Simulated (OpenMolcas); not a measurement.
From F to Br: the HOMO–LUMO gap

One atom is swapped for its congeners: NOF (nitrosyl fluoride) `O=NF`; NClO (nitrosyl chloride) `O=NCl`; NBrO (nitrosyl bromide) `O=NBr`. All are singlets with charge 0.

Shapes, held fixed at every level: PBE0-D4/def2-TZVP. Programs: OpenMolcas 26.06. Values in eV.

```
                             level    NOF   NClO   NBrO
                         HF/STO-3G  15.43  13.44  12.71
                          HF/3-21G  15.24  12.78  12.01
B3LYP/6-31G* (Cartesian functions)   5.89   4.47   3.95
```

At B3LYP/6-31G* (Cartesian functions) the HOMO–LUMO gap falls at every step, from 5.89 to 3.95 eV. Every level shows the same order. Relativity is left out for Br unless named. Orbital gaps aren't excitation energies, and the LUMO depends on the basis.
